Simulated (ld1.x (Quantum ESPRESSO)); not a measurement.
## Tl, TM: configuration errors across variants

ld1.x (Quantum ESPRESSO) 7.5 input, shortened:

```
&input
   title='Tl', zed=81., rel=2, dft='PBE', iswitch=3,
   config='[Xe] 4f14 5d10 6s2 6p0', rel_dist='average'
 /
 &inputp
   pseudotype=2, tm=.true., lloc=0,
   nlcc=.false.
 /
3
6P  2  1   0.00   0.00  2.45  2.45  0.0
5D  3  2  10.00   0.00  1.90  1.90  0.0
6S  1  0   2.00   0.00  1.50  1.50  0.0
 &test
   configts(1)='5d10 6s2 6p0'
 /
```

Open shells are filled in proportion to 2j + 1 (rel_dist='average').

All-electron excitation energies from the reference (eV): (1) 5d10 6s2 6p1 -5.273; (2) 5d10 6s1 6p0 20.785; (3) 5d10 6s0 6p0 50.926; (4) 5d9 6s0 6p0 102.702; (5) 5d10 6s1 6p1 8.149; (6) 5d10 6s1 6p2 2.011; (7) 5d10 6s0 6p3 9.682.

Tests that are not counted but printed errors over 1 eV. “local potential the d channel”: 5d10 6s1 6p1 (pseudo-atom not self-consistent, printed error -999 eV); 5d10 6s0 6p3 (solver errors, printed error -27.0 eV).

3 further variants failed, have other tests or too few solved ones, and are left out.

A true bound ghost makes a file unfit for plane-wave use even where its test errors are small: the radial tests pick states by their node count and pass the ghost by. Where a test does run into it, the solver fails or the error is huge.

The file “all radii scaled by about 0.89 (s 1.34, p 2.18, d 1.70 bohr)” misses its own reference levels by 0.6 eV. The file “local potential the d channel” misses its own reference levels by 1.4 eV.

Errors AE − PS in meV (a dash: test not solved or not reliable):

| change | (1) | (2) | (3) | (4) | (5) | (6) | (7) | bound ghosts |
| --- | --- | --- | --- | --- | --- | --- | --- | --- |
| base | +2.3 | +35 | +145 | +40 | +25 | +24 | +57 | none |
| all radii scaled by about 0.89 (s 1.34, p 2.18, d 1.70 bohr) | +49 | +30 | +287 | +150 | +61 | +82 | +184 | not determined |
| wave 5d (bound): rc 1.90 bohr becomes 5d (bound): rc 1.46 bohr | +2.3 | +35 | +145 | +40 | +25 | +24 | +57 | none |
| local potential the d channel | -2.4 | +35 | +146 | +146 | – | +24 | – | s, p3/2, p1/2 |
| core correction a·sin(br)/r model core inside 1.78 bohr | -1.6 | +12 | +59 | -140 | +9.1 | +3.7 | +36 | none |

Question: Give the same row for: wave 6s (bound): rc 1.50 bohr becomes 6s (bound): rc 1.32 bohr.

Answer: +47, +30, +287, +150, +57, +75, +173; bound ghosts: not determined.
